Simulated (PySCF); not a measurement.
Vibration and rotation of CuO

PBE0 constants of CuO, ²Π (doublet), unpaired electrons π ↑ (PySCF, scalar-relativistic core potentials, basis sets Cu cc-pVDZ-PP with ECP10, O cc-pVDZ; masses 62.9296 and 15.9949 u):

```
ωe                      : 648.2 cm⁻¹
ωexe                    : 4.1 cm⁻¹
Be                      : 0.44775 cm⁻¹
αe                      : 0.00438 cm⁻¹
D (centrifugal)         : 8.55e-07 cm⁻¹
De to Cu (3d10 4s1) + O : 2.79 eV
```

Q: Give the vibrational terms G(v) and spacings up to v = 6.

A: G(v) = ωe(v+½) − ωexe(v+½)².

| v | G(v) (cm⁻¹) | G(v) − G(v−1) | Bv (cm⁻¹) |
| --- | --- | --- | --- |
| 0 | 323 |  | 0.4456 |
| 1 | 963 | 640 | 0.4412 |
| 2 | 1595 | 632 | 0.4368 |
| 3 | 2218 | 624 | 0.4324 |
| 4 | 2834 | 615 | 0.4280 |
| 5 | 3441 | 607 | 0.4237 |
| 6 | 4040 | 599 | 0.4193 |

Q: How well does the Morse estimate ωe²/(4ωexe) reproduce De, and what is D0?

A: It gives 3.18 eV, 114 % of the computed De. D0 = De − G(0) = 2.79 − 0.04 = 2.75 eV.

With d or f electrons several states lie close, and the lowest PBE0 determinant need not be the measured ground state.
